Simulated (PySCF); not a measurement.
Species: C₃H₈O₂Si.
Z-matrix (Å and degrees, GFN2-xTB geometry), rows numbered from 1:
```
C 
C   1  1.3216
C   2  1.4874  1  124.71
Si  3  1.9081  2  111.29  1   104.22
O   4  1.6319  3  112.61  2   -38.51
O   4  1.6193  3  107.23  2    77.85
H   1  1.0790  2  121.67  3     2.19
H   1  1.0767  2  122.18  3  -178.68
H   2  1.0818  1  119.96  3   177.69
H   3  1.0903  2  109.97  1   -17.37
H   3  1.0887  2  109.66  1  -135.55
H   4  1.4630  3  110.94  2  -161.37
H   5  0.9515  4  120.60  3   -47.25
H   6  0.9536  4  119.50  3  -150.90
```

The closed-shell SCF was solved with PySCF and density fitting under several settings on one GFN2-xTB geometry (grid level 2 and gas phase unless stated).

```csv
settings,basis functions,SCF cycles,E (Eh),HOMO (eV),LUMO (eV),dipole (D)
PBE0/pcSseg-1,149,13,-558.6761,-7.08,0.35,1.19
PBE0/def2-SVPD,194,13,-558.4466,-7.12,0.14,1.06
"PBE0/def2-SVPD, IEF-PCM methanol, energy threshold 1e-06 Eh",194,8,-558.4581,-7.08,0.20,1.49
mPW1PW91/pcSseg-1,149,13,-559.0478,-7.11,0.34,1.20
"BP86/pcSseg-0, grid level 4, fitting basis def2-universal-jkfit",74,12,-558.2066,-6.07,-0.56,1.51
"PBE0/pcSseg-1, IEF-PCM chloroform",149,14,-558.6848,-7.06,0.37,1.42
wB97X-D/6-311G**,164,13,-559.1331,-8.87,2.23,1.23
"PBE0/aug-cc-pVDZ, grid level 3",214,13,-558.7449,-7.07,-0.22,1.01
"PBE0/def2-SVP, fitting basis def2-qzvpp-jkfit",128,10,-558.4177,-6.98,0.52,1.13
```

Problem. Estimate the row for these settings: PBE0/6-31++G**, start guess vsap.

Solution. 
```
                        settings  basis functions  SCF cycles     E (Eh)  HOMO (eV)  LUMO (eV)  dipole (D)
PBE0/6-31++G**, start guess vsap              160          13  -558.7153      -7.06      -0.18        1.19
```

Problem. Over all rows, what range does the HOMO–LUMO gap span?

Solution. From 5.51 eV (BP86/pcSseg-0, grid level 4, fitting basis def2-universal-jkfit) to 11.10 eV (wB97X-D/6-311G**). The functional of the narrowest has no exact exchange, that of the widest range-separated exact exchange.

Problem. And the dipole moment?

Solution. From 1.01 D (PBE0/aug-cc-pVDZ, grid level 3) to 1.51 D (BP86/pcSseg-0, grid level 4, fitting basis def2-universal-jkfit); the largest is 1.50 times the smallest, and the median is 1.19 D.

Problem. Compare two rows with the functional PBE0: PBE0/aug-cc-pVDZ, grid level 3 and PBE0/def2-SVPD. Which energy is lower, and by how much?

Solution. PBE0/aug-cc-pVDZ, grid level 3 (214 functions) lies 0.2983 Eh or 187 kcal/mol below PBE0/def2-SVPD (194 functions).

wB97X-D ran without the empirical dispersion term, which would shift the total energy alone. Cycle counts include a coarse-grid stage where the run had one. All basis functions are spherical, in the Pople sets too. One conformer (not necessarily the lowest) at the GFN2-xTB geometry, without vibrations or thermal averaging.
